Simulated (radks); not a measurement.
Results of a calculation; reference values are marked as such.
The gallium anion Ga- inside a hard spherical wall (all orbitals vanish at R), configuration held at [Ar] 3d10 4s2 4p2 and not refilled when levels cross. Code: a radial shooting solver on a logarithmic mesh with Libxc functionals. Model: scalar-relativistic Kohn-Sham, r2SCAN, spin-polarised, spherical densities, finite nucleus; open shells are filled with parallel spins first; meta-GGA in the generalised Kohn-Sham scheme; Fermi nuclear charge, rms radius 3.9973 fm. Eigenvalues in eV for spin up, with the zero of energy where the potential of the charges vanishes at infinity; a dash marks a level that is unbound or too diffuse for the functional's potential to be trusted. A positive occupied level is held by the wall or, in an anion where self-interaction has pushed it up, behind a barrier. The pressure on the wall is -dE/dV.

\begin{tabular}{lrrrrrrrrr}
R (bohr) & E (hartree) & kinetic (hartree) & e(3p) & e(3d) & e(4s) & e(4p) & e(5s, empty) & e(5p, empty) & pressure (GPa) \\ \hline
20 & -1944.27293 & 1977.360 & -96.528 & -14.378 & -4.669 & 1.250 & 1.845 & 2.292 & 0.000923 \\
15 & -1944.27136 & 1977.364 & -96.249 & -14.099 & -4.419 & 1.451 & 2.487 & 3.527 & 0.00658 \\
10 & -1944.26113 & 1977.396 & -95.347 & -13.201 & -3.699 & 2.121 & 4.523 & 7.024 & 0.128 \\
8 & -1944.24094 & 1977.462 & -94.357 & -12.219 & -2.995 & 2.927 & 7.136 & 10.852 & 0.655 \\
7 & -1944.21509 & 1977.549 & -93.468 & -11.341 & -2.390 & 3.707 & 9.740 & 14.346 & 1.75 \\
6 & -1944.15818 & 1977.743 & -92.020 & -9.920 & -1.385 & 5.077 & 14.323 & 20.129 & 5.54 \\
5 & -1944.01628 & 1978.211 & -89.510 & -7.476 & 0.530 & 7.740 & 23.140 & 30.664 & 21.2 \\
4 & -1943.60420 & 1979.488 & -84.849 & -2.985 & 4.854 & 13.624 & 42.271 & 52.464 & 104 \\
3.5 & -1943.10777 & 1980.972 & -80.886 & 0.811 & 9.305 & 19.455 & 60.785 & 72.905 & 263 \\
1.5 & -1911.09867 & 2071.150 & 6.040 & 93.082 & 206.88 & 235.52 & 606.12 & 620.74 & 88100 \\
\end{tabular}
